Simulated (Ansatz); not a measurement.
Consider the redistribution: `OBC[SiH3]` + `[SeH][SiH2][TeH]` → `OB[TeH]` + `[SiH3]C[SiH2][SeH]`.

Calculated with Ansatz (gas phase, PBE0-D4/def2-TZVP geometries, no zero-point term in ΔE). CCSD(T)/CBS is the MP2 limit (def2-TZVPP, def2-QZVPP) plus CCSD(T) − MP2 in def2-TZVPP, frozen cores. Functionals use def2-TZVPP. B3LYP here is the variant with VWN-RPA as its local correlation; programs differ in this. def2 core potentials past Kr. For Se, Te outer-core shells are correlated without core-valence functions, which leaves a few kJ/mol of doubt a bond. Scalar relativity is left out up to krypton. Each species was taken in one conformer, which may not be the lowest.

(1) Is it downhill or uphill in electronic energy at CCSD(T)/CBS, and by how much? (An estimate is asked.)

(2) What do these levels give: PBE-D4, revPBE-D4, B97M-V, B3LYP-D4, ωB97M-V, B2PLYP, PBE-QIDH, MP2/def2-SVP, CCSD(T)/def2-SVP, SCS-MP2/def2-TZVPP, HF/def2-QZVPP, MP2/CBS(def2)? (Best estimate.)

Largest T1 diagnostic among the species: 0.013.

Answers

(1) Ansatz gave: Uphill: ΔE = +21.2 kJ/mol.

(2) The calculation gave: PBE-D4 22.3, revPBE-D4 19.7, B97M-V 24.7, B3LYP-D4 23.0, ωB97M-V 22.6, B2PLYP 23.5, PBE-QIDH 22.9, MP2/def2-SVP 23.1, CCSD(T)/def2-SVP 22.7, SCS-MP2/def2-TZVPP 18.9, HF/def2-QZVPP 29.6, MP2/CBS(def2) 21.9 kJ/mol.

The D4 term adds −4.1 kJ/mol with B3LYP and −2.3 kJ/mol with PBE0; it sums over pairs of atoms, weighted by their polarisabilities, and B3LYP, whose exchange is more repulsive, gets the larger term. In def2-TZVPP, CCSD(T) changes the Hartree–Fock value by −12.1 kJ/mol (the triples alone add −2.2 kJ/mol) and MP2 by −11.3 kJ/mol. Leaving LDA and LC-ωPBE aside and taking each functional with its dispersion term where it has one, the values, not all of them listed here, spread over 6.0 kJ/mol, from revPBE-D4 to BHLYP-D4. LDA lies −3.1 kJ/mol from PBE without D4.
